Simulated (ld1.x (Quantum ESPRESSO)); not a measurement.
## Varying the TM potential for nitrogen

Base potential:

nitrogen (N), norm-conserving Troullier–Martins (Kleinman–Bylander form), made with ld1.x (Quantum ESPRESSO) 7.5 (PBEsol, scalar-relativistic). Core [He], reference 2s2 2p1 (charge +2). Waves: 2p (bound): rc 2.25 bohr; 3d channel at 0.05 Ry: rc 2.15 bohr; 2s (bound): rc 1.00 bohr. Local part: the s channel. Core correction: Bessel-smoothed model core inside 0.45 bohr.

Cutoffs, loose and tight: the cutoffs (Ry, on a coarse ladder) from which the occupation-weighted sum of valence levels, in a spherical-Bessel basis at the reference potential, stays within 10 and 1 mRy of its value at 400 Ry. They do not see the model core or the augmentation charge, which bear on the density cutoff. Test errors are all-electron minus pseudo excitation energies from the reference, over the configurations 2s2 2p3; 2s2 2p2; 2s2 2p0; 2s0 2p5; 2s1 2p3; 2s2 2p3.3; 2s2 2p2.5. A dash means not determined; rows that change the core or the reference have their own tests.

A true bound ghost makes a file unfit for plane-wave use even where its test errors are small: the radial tests pick states by their node count and pass the ghost by.

| change | outcome | cutoff, loose | cutoff, tight | bound ghosts | largest test error (meV) |
| --- | --- | --- | --- | --- | --- |
| base | generated | 55 Ry | 140 Ry | none | +1243 |
| non-relativistic | generated | 55 Ry | 140 Ry | none | +1243 |
| core correction Bessel-smoothed model core inside 0.58 bohr | generated | 55 Ry | 140 Ry | none | +1246 |
| wave 3d channel at 0.05 Ry: rc 2.15 bohr becomes 3d channel at 0.05 Ry: rc 3.32 bohr | generated | 55 Ry | 140 Ry | none | +1243 |
| wave 2p (bound): rc 2.25 bohr becomes 2p (bound): rc 1.42 bohr | generated | 60 Ry | 140 Ry | none | +219 |
| functional PBE | generated | 55 Ry | 140 Ry | none | +1307 |
| reference 2s2 2p3 | generated | 50 Ry | 140 Ry | none | +3698 |
| wave 2s (bound): rc 1.00 bohr becomes 2s (bound): rc 0.80 bohr | generated | 60 Ry | 160 Ry | none | +1234 |
| wave 2s (bound): rc 1.00 bohr becomes 2s (bound): rc 1.30 bohr | generated | 40 Ry | 90 Ry | none | +1320 |
| wave 3d channel at 0.05 Ry: rc 2.15 bohr becomes 3d channel at 0.02 Ry: rc 2.15 bohr | generated | 55 Ry | 140 Ry | none | +1243 |

**Question.** What comes out with this change to the base: wave 3d channel at 0.05 Ry: rc 2.15 bohr becomes 3d channel at 4.02 Ry: rc 2.15 bohr?

**Answer.** outcome: generated; cutoff, loose: 55 Ry; cutoff, tight: 140 Ry; bound ghosts: d; largest test error (meV): +1243.

**Question.** What comes out with this change to the base: all radii but the core radius scaled by about 0.79 (s 0.80, p 1.78, d 1.70 bohr)?

**Answer.** outcome: generated; cutoff, loose: 60 Ry; cutoff, tight: 160 Ry; bound ghosts: none; largest test error (meV): +518.
